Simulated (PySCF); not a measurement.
## Spinor energies of Sr³⁶⁺ (strontium, charge +36)

Start: 1s2. Calculated with PySCF 2.14 in an even-tempered Gaussian basis (17 s from 6.6 bohr⁻², ratio 2.6; 11 p from 8.6 bohr⁻², ratio 2.6; 6 d from 8.8 bohr⁻², ratio 2.8; 3 f from 380 bohr⁻², ratio 2.8): generalised Hartree-Fock with the X2C-1e Hamiltonian and a Gaussian nucleus; spin-orbit coupling (SO) screened by Boettger's factors.

```json
{"spinor shell": "1s1/2", "electrons": "2", "ε, screened SO (eV)": "-19368.9", "weight of nominal j (screened SO)": "1.000", "rms radius, screened SO (bohr)": "0.0446"}
```

```json
{"quantity": "E (hartree)", "screened SO": "-1448.15093"}
{"quantity": "M_J", "screened SO": "0"}
{"quantity": "⟨J²⟩", "screened SO": "0.000"}
{"quantity": "⟨L²⟩", "screened SO": "0.000"}
{"quantity": "⟨S²⟩", "screened SO": "0.000"}
```

Breit and QED terms are absent; they matter most for the inner s and p1/2 levels.

Densities and radii are taken from the X2C orbitals without a picture-change correction, which distorts them close to the nucleus.
